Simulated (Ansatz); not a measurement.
Reaction (formal exchange of groups at the Si–F bond): `N[SiH](N)F` + `C=C(F)CS` → `N[SiH](N)S` + `C=C(F)CF`

Isolated molecules relaxed with PBE0-D4/def2-TZVP in Ansatz; ΔE leaves out vibrations. CCSD(T)/CBS is the MP2 limit (def2-TZVPP, def2-QZVPP) plus CCSD(T) − MP2 in def2-TZVPP, frozen cores. Functionals use def2-TZVPP. B3LYP here is the variant with VWN-RPA as its local correlation; programs differ in this. One conformer a species, not always the lowest.

(1) Is it downhill or uphill in electronic energy at CCSD(T)/CBS, and by how much? (Estimate.)

(2) What do these levels give: BLYP-D4, B97M-V, PBE0-D4, B3LYP-D4, r2SCANh, MP2/def2-SVP? (An estimate is asked.)

Largest T1 diagnostic among the species: 0.012.

Answers

(1) The calculation gave: Uphill: ΔE = +1.41 eV.

(2) Computed: BLYP-D4 1.31, B97M-V 1.31, PBE0-D4 1.26, B3LYP-D4 1.33, r2SCANh 1.33, MP2/def2-SVP 1.32 eV.

At CCSD(T), def2-SVP lies −0.18 eV from the extrapolated value and def2-TZVPP −0.02 eV. Leaving LDA and LC-ωPBE aside and taking each functional with its dispersion term where it has one, the values, not all of them listed here, spread over 0.16 eV, from PBE-D4 to B2PLYP.
